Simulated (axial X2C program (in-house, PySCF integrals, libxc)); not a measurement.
# Ionising CrF

Computed with an axial X2C code built on PySCF integrals, spin-free (one-electron X2C) or two-component (2c: spin–orbit coupling with atomic mean-field Coulomb and Gaunt terms, which also bring small scalar terms), in Dyall basis sets with cores contracted in-house; open shells are unrestricted.

Basis sets: Cr dyall-cv3z, F dyall-av3z. Frozen shells (counts by l): CrF Cr 3s2p, F 1s, 13 electrons correlated; CrF⁺ Cr 3s2p, F 1s, 12 electrons correlated. Where the outer core of a metal is frozen, bonds come out longer and ionisation energies lower.

```json
{"Hamiltonian": "spin-free", "level": "HF", "CrF state": "M_S = 5/2, Λ = 0", "Re (Å)": "1.812", "ωe (cm⁻¹)": "672.8", "De (eV)": "3.48"}
{"Hamiltonian": "spin-free", "level": "PBE0", "CrF state": "M_S = 5/2, Λ = 0", "Re (Å)": "1.779", "ωe (cm⁻¹)": "662.4", "De (eV)": "4.80"}
{"Hamiltonian": "spin-free", "level": "MP2", "CrF state": "M_S = 5/2, Λ = 0", "Re (Å)": "1.790", "ωe (cm⁻¹)": "672.0", "De (eV)": "5.08"}
{"Hamiltonian": "spin-free", "level": "CCSD", "CrF state": "M_S = 5/2, Λ = 0", "Re (Å)": "1.786", "ωe (cm⁻¹)": "689.9", "De (eV)": "4.84"}
{"Hamiltonian": "spin-free", "level": "CCSD(T)", "CrF state": "M_S = 5/2, Λ = 0", "Re (Å)": "1.784", "ωe (cm⁻¹)": "689.2", "De (eV)": "4.95"}
{"Hamiltonian": "2c", "level": "HF", "CrF state": "Ω = 5/2", "Re (Å)": "1.812", "ωe (cm⁻¹)": "672.5", "De (eV)": "3.46"}
{"Hamiltonian": "2c", "level": "PBE0", "CrF state": "Ω = 5/2", "Re (Å)": "1.780", "ωe (cm⁻¹)": "661.7", "De (eV)": "4.80"}
{"Hamiltonian": "2c", "level": "MP2", "CrF state": "Ω = 5/2", "Re (Å)": "1.791", "ωe (cm⁻¹)": "671.8", "De (eV)": "5.06"}
```

Adiabatic ionisation energy (minimum to minimum, no zero-point term) and constants of CrF⁺:

| Hamiltonian | level | CrF⁺ state | IE (eV) | Re (Å) | ωe (cm⁻¹) | De (eV) | fragments |
| --- | --- | --- | --- | --- | --- | --- | --- |
| spin-free | HF | M_S = 2, Λ = 0 | 7.34 | 1.747 | 789.6 | 2.15 | Cr+ + F |
| spin-free | PBE0 | M_S = 2, Λ = 0 | 8.14 | 1.711 | 800.9 | 3.71 | Cr+ + F |
| spin-free | MP2 | M_S = 2, Λ = 0 | 7.61 | 1.736 | 776.0 | 3.94 | Cr+ + F |
| spin-free | CCSD | M_S = 2, Λ = 0 | 7.72 | 1.732 | 787.8 | 3.59 | Cr+ + F |
| spin-free | CCSD(T) | M_S = 2, Λ = 0 | 7.71 | 1.733 | 783.9 | 3.75 | Cr+ + F |
| 2c | HF | Ω = 2 | 7.33 | 1.747 | 789.4 | 2.13 | Cr+ + F |
| 2c | PBE0 | Ω = 2 | 8.14 | 1.711 | 800.6 | 3.70 | Cr+ + F |
| 2c | MP2 | Ω = 2 | 7.60 | 1.736 | 775.8 | 3.92 | Cr+ + F |

(1) Add the zero-point terms to the ionisation energy at MP2, 2c, and say whether the electron removed was bonding.

(2) Close the cycle De(CrF⁺) + IE(CrF) = De(CrF) + IE(Cr) to find the atomic ionisation energy at MP2, 2c.

Each entry is the lowest single determinant of a limited PBE0 search at one distance. De goes to single-determinant-based atoms at the same level (for ions the charge split of lowest energy) and is withheld (n/a) where an atom does not fit its ground term or J level. Main or longest-lived isotopes. One determinant is a doubtful description, or other states lie close, for CrF, CrF⁺; these need not be ground states, and all values refer to the states named. Some open-shell Ω = 0 determinants are out of reach, so the Ω given for CrF⁺ need not be the lowest component. With several unpaired electrons the Ω given is that of one determinant, not necessarily of the lowest component. Some light 2c atoms are not at their ground J level, so De misses part of their lowering (0.04 eV or less). The functionals have no current term, which raises determinants with orbital currents.

Answers

(1) IE0 = IE + (ωe⁺ − ωe)/2 = 7.60 + (0.006) = 7.61 eV. Re changes by -0.055 Å, so the bond shortens, as on loss of an antibonding or a polarising non-bonding electron.

(2) IE(Cr) = 3.92 + 7.60 − 5.06 = 6.46 eV, for the determinants used.
